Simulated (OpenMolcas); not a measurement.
What dynamic correlation does to the levels of Ni⁷⁺

| Quantity | Value |
| --- | --- |
| Program | OpenMolcas 26.06 |
| Basis | ANO-R2 [6s5p4d2f1g] |
| Scalar Hamiltonian | X2C, finite nucleus |
| Active space | 9 electrons in 8 orbitals (RAS1 3p, at most 2 holes; RAS2 3d) |
| State averaging | 2S+1 = 4 even, 10 roots; 2S+1 = 2 even, 40 roots |
| Spin-orbit coupling | RASSI with atomic mean-field integrals over the reference wave functions, term energies averaged over their components |

Methods on the same reference wave functions:
A. RASSCF
B. SS-RASPT2, IPEA 0.25 Eh, imaginary shift 0.1 Eh (closed shells correlated: 3s)
C. MS-RASPT2, IPEA 0.25 Eh, imaginary shift 0.1 Eh (closed shells correlated: 3s)

Energies in cm⁻¹ above 3d³ ⁴F_3/2, the measured ground level; measured values from Corliss and Sugar, J. Phys. Chem. Ref. Data 10, 197 (1981).

```
               Level      A      B      C  Measured
          3d³ ⁴F_3/2    0.0    0.0    0.0       0.0
          3d³ ⁴F_5/2    974    977    976      1012
          3d³ ⁴F_7/2   2264   2270   2260      2184
          3d³ ⁴F_9/2   3811   3810   3800      3721
          3d³ ⁴P_1/2  26701  24290  24290     23261
          3d³ ⁴P_3/2  26903  24540  24540     23710
          3d³ ⁴P_5/2  28276  25840  25840     24669
          3d³ ²G_7/2  29409  26900  26900          
          3d³ ²G_9/2  30655  28120  28120          
   3d³ ²P_3/2 [55 %]  35147  33870  33860          
          3d³ ²P_1/2  35348  34320  34320          
3d³ ²D_3/2(1) [58 %]  39428  38080  38090          
       3d³ ²D_5/2(1)  39576  38010  37870          
          3d³ ²H_9/2  40713  37080  37080          
         3d³ ²H_11/2  41579  37910  37910          
          3d³ ²F_7/2  64610  59390  59390          
          3d³ ²F_5/2  65133  59920  59910          
       3d³ ²D_5/2(2)  96035  91860  92000          
       3d³ ²D_3/2(2)  96778  92610  92610
```

Deviations, from unrounded energies. A percentage is the sum of absolute deviations over the sum of measured energies, with the sign that they share, or ± where signs differ.

```json
{"Against measurement": "mean absolute deviation (cm-1)", "Levels": "6", "A": "1700", "B": "540", "C": "540"}
{"Against measurement": "fine structure of the ground term (%)", "Levels": "3", "A": "±3.0", "B": "±2.9", "C": "±2.9"}
{"Against measurement": "other terms of the ground configuration (%)", "Levels": "3", "A": "+14.3", "B": "+4.2", "C": "+4.2"}
```

B, C lie about equally close to measurement and A furthest from it. The largest miss of B in the table is 3d³ ⁴P_5/2, by +1200 cm-1. The ranking rests on the paired levels alone, and a cruder setting can come out closer through cancelling errors.

Between B and C the level of the table that moves most is 3d³ ²D_5/2(1), by 140 cm-1 (lowest in C, highest in B). Moves below CASPT2's spread within the term are not significant.

The two smallest mean deviations differ by little beside CASPT2's spread within terms, so their order carries little weight.

From A to B the spin-free energies of the other terms of 3d³ shown, above ⁴F, scale by factors of 0.90 to 0.97.

The lowest spin-free term lies below A's lowest term by 0.252 hartree in B, 0.252 hartree in C.

Term energies are means over components that CASPT2 splits; among the terms shown or strongly mixed into the levels shown the widest spread is 1200 cm-1 (3d³ ⁴F, C). Active for correlation alone: 3p; no level in the range computed is led by a configuration that opens it, so any true level of that kind is missing. Without dynamic correlation excited terms often stand tens of per cent too high (terms of higher spin than the ground term too low), and those without a measured partner can miss by more than the paired ones (holds for A). The CASPT2 spread within a term exceeds the gap to the next term for 3d³ ²D(1) and 3d³ ²H, so the order of their levels is uncertain (holds for C). Computed and measured levels are paired by configuration, term and J; levels that our copy of the source lacks, or whose pairing is in doubt (as where it misses far off the trend of its configuration), stay unpaired and out of the deviations. Only configurations of the active space appear.

A share in square brackets marks a mixed level and gives the weight of the term that names it, the lowest over the columns. A number in round brackets counts repeated terms of one configuration in the order of the reference energies.
